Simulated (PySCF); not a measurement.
# ZnAs: from constants to spectrum

M06-2X constants of ZnAs, ⁴Σ⁻ (quartet), unpaired electrons σ ↑, π ↑↑ (PySCF, scalar-relativistic core potentials, basis sets Zn cc-pVDZ-PP with ECP10, As cc-pVDZ-PP with ECP10; masses 63.9291 and 74.9216 u):

| Property | Result |
| --- | --- |
| ωe | 137.8 cm⁻¹ |
| ωexe | 2.41 cm⁻¹ |
| Be | 0.070462 cm⁻¹ |
| αe | 0.000951 cm⁻¹ |
| De to Zn + As | 0.310 eV |

**Question.** What force constant and bond length do these constants imply?

**Answer.** Reduced mass μred = 34.495 u; k = 5.8918×10⁻⁷·μred·ωe² (u, cm⁻¹, mdyn/Å) = 0.386 mdyn/Å; Re = √(16.8576/(μred·Be)) (u, cm⁻¹, Å) = 2.634 Å.

**Question.** Estimate the centrifugal constant D from the Kratzer relation and find the Dunham coefficient a1.

**Answer.** D = 4Be³/ωe² = 7.37e-08 cm⁻¹; a1 = −1 − αeωe/(6Be²) = -5.40.

The bond is weak. Basis-set superposition, not corrected here, can be much of De in a small basis, most of all at correlated wavefunction levels. Functionals without a dispersion term scatter widely for such bonds, and LDA overbinds them. Spin–orbit coupling is left out. The state is the lowest determinant that a PBE0 search found; another state may lie lower at other levels.
